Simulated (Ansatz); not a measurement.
Molecule: GaH, net charge 0, singlet state. 
Geometry from a B3LYP-D3(BJ)/def2-TZVP (Ansatz, a first-principles code) optimisation:
```
Ga
H 1 1.6890
```

Basis-set convergence of Hartree-Fock and CCSD correlation energies (hartree) with Ansatz. Cores are frozen in the correlated levels unless marked. No spin-orbit coupling. The frozen core is the preceding noble-gas configuration, with the filled d and f shells of earlier blocks. No relativistic terms.

```csv
basis,functions,E(HF),"E(corr, CCSD)"
def2-SVPD,46,-1923.55029,-0.07289
def2-TZVPPD,71,-1923.79981,-0.07884
def2-QZVPPD,128,-1923.83969,-0.08078
```

Extrapolating the two largest sets (X = 3 and 4) as X^-3: E(corr) = (64·(-0.08078) - 27·(-0.07884))/37 = -0.0822 Eh, an estimate of the basis-set limit. The largest set recovers 98.3 % of it, the smallest 88.7 %.
